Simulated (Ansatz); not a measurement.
One change: `B[N]1[CH2][AlH]1` becomes `[SiH3][SiH2][N]1[CH2][AlH]1`.

Ansatz, PBE0-D4/def2-TZVP geometries, multiplicity 1. Each molecule was computed in one conformer, which needn't be the lowest.

| property | `B[N]1[CH2][AlH]1` |
| --- | --- |
| LUMO energy (PBE0/def2-TZVPP) / eV | -1.48 |
| LUMO energy (PBE/def2-TZVPP) / eV | -2.29 |
| size of the dipole moment (PBE/def2-TZVPP) / D | 2.99 |
| HOMO energy (B3LYP/def2-TZVPP) / eV | -6.94 |
| HOMO–LUMO gap (B3LYP/def2-TZVPP) / eV | 5.24 |
| HOMO–LUMO gap (PBE/def2-TZVPP) / eV | 3.69 |

Question: Give the same properties after the change, and the shifts. (Best estimate.)

Answer: Ansatz gave: 
```
                                      property  `[SiH3][SiH2][N]1[CH2][AlH]1`  shift
            LUMO energy (PBE0/def2-TZVPP) / eV                          -1.16   0.32
             LUMO energy (PBE/def2-TZVPP) / eV                          -1.92   0.37
size of the dipole moment (PBE/def2-TZVPP) / D                           2.43  -0.56
           HOMO energy (B3LYP/def2-TZVPP) / eV                          -6.45   0.49
         HOMO–LUMO gap (B3LYP/def2-TZVPP) / eV                           5.08  -0.16
           HOMO–LUMO gap (PBE/def2-TZVPP) / eV                           3.61  -0.08
```

With PBE0 the HOMO rises by 0.48 eV and the LUMO rises by 0.32 eV, so the gap narrows by about 0.16 eV. PBE moves the HOMO by 0.45 eV and ωB97M-V by 0.58 eV. Dipoles are sizes alone; their direction can turn.

B3LYP here is the variant with VWN-RPA as its local correlation; programs differ in this.
